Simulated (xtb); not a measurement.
octasulfur (S8), SMILES S1SSSSSSS1. All values are semi-empirical tight-binding results from xtb (GFN2-xTB unless named), good for trends rather than for accurate numbers. Geometry: GFN2-xTB.

Optimised geometry:

```xyz
8

S      0.0847     1.8359     1.7048
S     -1.0115     1.6156     0.0000
S      0.0847     1.8359    -1.7048
S      0.9394    -0.0450    -2.0865
S     -0.5446    -1.4073    -1.7131
S      0.0524    -2.3830     0.0000
S     -0.5446    -1.4073     1.7131
S      0.9394    -0.0450     2.0865
```
Charge 0, spin multiplicity 1.

**Question.** Estimate the properties. (The exact figures need the calculation; the answer reports its results.)

**Answer.** 
```json
{
  "point_group_as_xtb_finds_it": "Cs",
  "orbital_gap": "2.37 eV",
  "zero_point_energy": "7.1 kcal/mol",
  "G − E(el) at 298.15 K (modified RRHO)": "-17.7 kcal/mol",
  "static polarisability (D4 model)": "159.9 bohr³",
  "solvation energy, GFN2-xTB/ALPB(water)": "8.0 kcal/mol",
  "solvation energy, GFN2-xTB/ALPB(acetonitrile)": "-9.6 kcal/mol"
}
```

Computed atomic charges and the Wiberg bond orders between heavy atoms:
charges (e) S1 -0.01, S2 0.01, S3 -0.01, S4 -0.01, S5 0.02, S6 -0.01, S7 0.02, S8 -0.01. Bond orders S1–S2 1.19, S2–S3 1.19, S3–S4 1.05, S4–S5 1.18, S5–S6 1.15, S6–S7 1.15, S1–S8 1.05, S7–S8 1.18.
